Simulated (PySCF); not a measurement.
Radial density of Tl⁻ (thallium, charge -1)

UHF, [Xe] 4f14 5d10 6s2 6p2, high-spin 3P determinant. All numbers are calculated (PySCF 2.14, scalar relativity through the core potential, in aug-cc-pwCVTZ-PP with ECP60MDF (8s7p6d4f1g, 96 functions)). This is the valence pseudo-density: the core potential removes the inner electrons and smooths the orbitals near the nucleus.

| r (bohr) | 4πr²ρ (e/bohr) | 4πr²(ρα − ρβ) |
| --- | --- | --- |
| 0.0321 | 1.581e-05 | 0.0000 |
| 0.0540 | 2.726e-05 | 0.0000 |
| 0.0909 | 9.719e-05 | 0.0000 |
| 0.153 | 0.0009640 | 0.0000 |
| 0.257 | 0.02165 | 0.0000 |
| 0.433 | 1.010 | 0.0014 |
| 0.728 | 14.20 | 0.0179 |
| 1.22 | 15.05 | -0.0603 |
| 2.06 | 3.765 | 0.2058 |
| 3.46 | 0.9444 | 0.4502 |
| 5.82 | 0.2608 | 0.2394 |
| 9.80 | 0.05023 | 0.0501 |
| 16.5 | 0.002585 | 0.0026 |

Energies and moments cover only the electrons outside the core potential. Spin-orbit coupling is strong in this species (close to jj coupling), so the high-spin LS determinant is a model state, not a physical level.

Question: Where is the radial spin density 4πr²(ρα − ρβ) most negative, and why is it negative at all?

Answer: Around r = 1.22 bohr, down to -0.0603 e/bohr: exchange with the open shell polarises the paired shells in an unrestricted calculation.
